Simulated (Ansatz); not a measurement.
System: butyl(dimethyl)borane, C$_{6}$H$_{15}$B, charge 0, multiplicity 1. SMILES: CCCCB(C)C
Coordinates optimised at B3LYP-D3(BJ)/def2-TZVP (Ansatz, a first-principles code):
```xyz
22

C      3.3142     0.2395    -0.6351
C      2.2240    -0.2306     0.3233
C      0.8138     0.0768    -0.1779
C     -0.2967    -0.3983     0.7848
B     -1.7067    -0.0412     0.1831
C     -2.2161     1.4448     0.1844
C     -2.5857    -1.1684    -0.4664
H      3.2133    -0.2409    -1.6115
H      4.3101     0.0082    -0.2526
H      3.2607     1.3196    -0.7923
H      2.3631     0.2404     1.3016
H      2.3168    -1.3086     0.4883
H      0.7209     1.1552    -0.3431
H      0.6775    -0.3925    -1.1590
H     -0.1739    -1.4726     0.9566
H     -0.1462     0.1044     1.7475
H     -1.6305     2.1370     0.7920
H     -3.2653     1.5075     0.4913
H     -2.2020     1.8158    -0.8491
H     -3.4003    -0.8155    -1.1018
H     -3.0426    -1.7350     0.3577
H     -1.9890    -1.8993    -1.0201
```
Charge 0, spin multiplicity 1.

Wanted: atomisation energy (electronic, to ground-state atoms), in eV. Cores are frozen in the correlated levels unless marked. Open shells are spin-unrestricted. No spin-orbit coupling. No relativistic terms. The coupled-cluster limit lacks core correlation, which all-electron functionals hold. CBS(X,Y): correlation extrapolated as X^-3; Hartree-Fock from the larger set. The bracket is a focal-point correction in the basis named.

```csv
level,program,atomisation energy (eV),minus last row
revPBE-D4/def2-TZVPD,Ansatz + dftd4,89.91,-0.33
r2SCAN-D3(BJ)/def2-TZVPD,Ansatz + dftd3,90.57,0.33
PBE0/def2-QZVPP,Ansatz,90.66,0.42
HSE06/def2-TZVPD,Ansatz,90.63,0.39
B2PLYP-D4/def2-TZVPD,Ansatz + dftd4,89.50,-0.74
RPA@PBE/cc-pVTZ,Ansatz,84.94,-5.30
SCS-MP2/cc-pVDZ,Ansatz,84.77,-5.47
CCSD/STO-3G,Ansatz,96.57,6.33
"RI-MP2/CBS(cc-pVTZ,cc-pVQZ)+[CCSD(T)-MP2]/cc-pVDZ",Ansatz,90.25,0.01
"RI-MP2/CBS(cc-pVTZ,cc-pVQZ)+[CCSD(T)-MP2]/cc-pVTZ",Ansatz,90.24,0.00
```
